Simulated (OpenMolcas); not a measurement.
# GeHF3: a line through the functionals

GeHF3 has 5 atoms, charge 0, and is taken as a singlet. As SMILES, `[F][GeH]([F])[F]`. The coordinates come from a PBE0-D4/def2-TZVP relaxation.

The electronic atomisation energy y, in eV, basis aug-cc-pVDZ; a is the functional's share of exact exchange. Programs: OpenMolcas 26.06.

```
functional     program     a  y (eV)
      TPSS  OpenMolcas     0   17.82
       PBE  OpenMolcas     0   17.95
     B3LYP  OpenMolcas   0.2       ?
      PBE0  OpenMolcas  0.25   17.32
     BHLYP  OpenMolcas   0.5   16.50
```

Problem. Fit y = c + s·a to the known rows and predict B3LYP.

Solution. 
1. Means of the 4 rows: a = 0.1875, y = 17.398.
2. Σ(Δa)² = 0.17188, Σ(Δa·Δy) = -0.46812, so the slope is -0.46812/0.17188 = -2.7235.
3. Intercept: 17.398 − (-2.7235) × 0.1875 = 17.909. The largest residual of the fit is 0.092.
4. B3LYP: 17.909 + (-2.7235) × 0.2 = 17.36 eV.

The run gave 17.28 eV, so the prediction is off by +0.08 eV, within the largest residual. The rows mix families of semi-local functionals, which the line can't see.
